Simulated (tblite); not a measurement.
Input of a run (GFN2-xTB geometry optimisation, gas phase (tblite 0.8.0)), started from a force field or distance geometry:
```
{"job": {"kind": "relax", "xc": "GFN2-xTB", "basis": "xTB"}, "charge": 0, "multiplicity": 1}
C      3.591500     0.414800     0.500900
S      2.252900     1.565500     0.041900
C      0.949800     0.436300    -0.247500
C      0.986500    -0.628900    -1.113700
S     -0.498000    -1.489600    -1.132600
C     -1.224200    -0.403000    -0.028500
C     -2.641200    -0.585300     0.395700
N     -3.536700     0.129900    -0.495100
C     -0.328500     0.582300     0.364300
H      3.269600    -0.222500     1.338000
H      3.860800    -0.208200    -0.352400
H      4.457100     0.987300     0.814200
H      1.807000    -0.970500    -1.708000
H     -2.774400    -0.208600     1.415200
H     -2.916200    -1.641100     0.423100
H     -3.402600    -0.228700    -1.432400
H     -3.265100     1.108800    -0.528100
H     -0.597200     1.367800     1.059800
```

Output (eV, eV/Å):
```
step      E/eV     max force
  0    -729.52550    1.599
  1    -729.57015    0.639
  2    -729.58166    0.356
  3    -729.58983    0.249
  4    -729.59646    0.227
  5    -729.59915    0.105
  6    -729.60081    0.096
  7    -729.60249    0.148
  8    -729.60407    0.105
  9    -729.60511    0.069
 10    -729.60576    0.052
 11    -729.60631    0.069
 12    -729.60680    0.062
 13    -729.60719    0.048
 14    -729.60745    0.035
 15    -729.60765    0.031
 16    -729.60782    0.033
 17    -729.60799    0.036
 18    -729.60815    0.031
 19    -729.60830    0.034
 20    -729.60844    0.034
 21    -729.60860    0.037
 22    -729.60880    0.037
 23    -729.60899    0.036
 24    -729.60916    0.033
 25    -729.60933    0.042
 26    -729.60955    0.059
 27    -729.60985    0.060
 28    -729.61024    0.058
 29    -729.61065    0.053
 30    -729.61109    0.058
 31    -729.61159    0.073
 32    -729.61216    0.058
 33    -729.61271    0.062
 34    -729.61330    0.062
 35    -729.61402    0.088
 36    -729.61493    0.118
 37    -729.61614    0.122
 38    -729.61762    0.112
 39    -729.61923    0.113
 40    -729.62071    0.088
 41    -729.62180    0.066
 42    -729.62253    0.070
 43    -729.62100    0.182
 44    -729.62334    0.079
 45    -729.62364    0.064
 46    -729.62479    0.054
 47    -729.62523    0.056
 48    -729.62664    0.079
 49    -729.62790    0.093
 50    -729.63046    0.126
 51    -729.63427    0.162
 52    -729.63947    0.168
 53    -729.64354    0.213
 54    -729.63211    0.466
 55    -729.64834    0.103
 56    -729.64947    0.100
 57    -729.65243    0.108
 58    -729.65351    0.092
 59    -729.65495    0.091
 60    -729.65563    0.076
 61    -729.65613    0.057
 62    -729.65650    0.069
 63    -729.65682    0.041
 64    -729.65713    0.038
 65    -729.65730    0.041
 66    -729.65769    0.036
 67    -729.65800    0.034
 68    -729.65829    0.043
 69    -729.65856    0.045
 70    -729.65893    0.054
 71    -729.65934    0.052
 72    -729.65968    0.041
 73    -729.65994    0.042
 74    -729.66018    0.038
 75    -729.66044    0.047
 76    -729.66071    0.037
 77    -729.66091    0.033
 78    -729.66110    0.032
 79    -729.66138    0.058
 80    -729.66182    0.082
 81    -729.66248    0.088
 82    -729.66324    0.084
 83    -729.66403    0.090
 84    -729.66483    0.078
 85    -729.66561    0.077
 86    -729.66626    0.078
 87    -729.66657    0.069
 88    -729.66694    0.060
 89    -729.66716    0.038
 90    -729.66739    0.029
 91    -729.66751    0.026
 92    -729.66764    0.023
 93    -729.66774    0.020
 94    -729.66785    0.023
 95    -729.66800    0.029
 96    -729.66818    0.041
 97    -729.66840    0.038
 98    -729.66862    0.027
 99    -729.66880    0.046
100    -729.66897    0.033
101    -729.66918    0.034
102    -729.66944    0.021
103    -729.66952    0.018
104    -729.66958    0.013
105    -729.66960    0.010
```

Q: Summarise the run.

A: The energy falls by 13.9 kJ/mol over 105 L-BFGS steps, the largest force on an atom goes from 1.60 to 0.010 eV/Å, and the atoms move by 0.562 Å rms after alignment. The bond that changes most is C6–C9 (substituted aromatic carbon to aromatic CH carbon), which shortens by 0.031 Å. Bonds longer at the end by more than 0.005 Å: 4 of 18; shorter: 5. Among the angles that change most is C6–C7–N8, from 110.6° to 113.8°. Among the dihedrals that turn most is C1–S2–C3–C4, from -55° to -1°. The energy rose by more than 1e-5 eV at steps 43 and 54. The first step brought 31 % of the lowering.

Q: What are the final bond lengths?

A: C1–S2 1.814 Å, S2–C3 1.757 Å, C3–C4 1.359 Å, C4–S5 1.725 Å, S5–C6 1.737 Å, C6–C7 1.499 Å, C7–N8 1.455 Å, C6–C9 1.357 Å, C3–C9 1.421 Å, C1–H10 1.086 Å, C1–H11 1.086 Å, C1–H12 1.085 Å, C4–H13 1.070 Å, C7–H14 1.094 Å, C7–H15 1.093 Å, N8–H16 1.015 Å, N8–H17 1.015 Å, C9–H18 1.075 Å. Numbering counts from 1 in the input's order; the species is `CSC1=CSC(CN)=C1`.

The run took 2.8 s on one thread, Intel Xeon at 2.50 GHz (x86_64), shared host.

Its GFN2-xTB frequencies are all real (lowest 31 cm⁻¹). One conformer, not necessarily the lowest. 3 starts were optimised and ended at 0.00, 1.11 and 2.01 kcal/mol (GFN2-xTB); the lowest of these is shown.

The numbers are calculated, not measured.
